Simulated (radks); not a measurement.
Spherical jellium clusters: N electrons in a uniform positive sphere of charge N and radius rs N^(1/3), rs = 4.45 bohr. Calculated with a radial shooting solver with Libxc functionals: non-relativistic Kohn-Sham, PBE, spin-polarised, spherical densities. Levels are named by radial order and angular momentum (1s, 1p, 1d, 2s, ...), and open shells are averaged over m.

N = 2, configuration 1s2. This is the lowest configuration that the search found. Occupied and some empty levels:

level  occupation  eigenvalue (eV)  <r> (bohr)
1s              2          -2.9396       4.443
1p              0          -1.2051       6.339

Energy (eV): total -3.45070, kinetic 2.6528, external -22.539, Hartree 11.059, exchange-correlation -6.2719, background 11.648.

Electron density:

r (bohr)  n(r) (e/bohr^3)
0.436            0.005354
0.922            0.005190
1.41             0.004913
1.89             0.004531
2.38             0.004061
2.87             0.003525
3.35             0.002954
3.84             0.002381
4.32             0.001841
4.81             0.001363
5.29            0.0009654
5.78            0.0006568
6.27            0.0004334
6.75            0.0002804
7.24            0.0001787
7.72            0.0001128
8.21           0.00007073
8.70           0.00004406
9.18           0.00002731
9.67           0.00001684
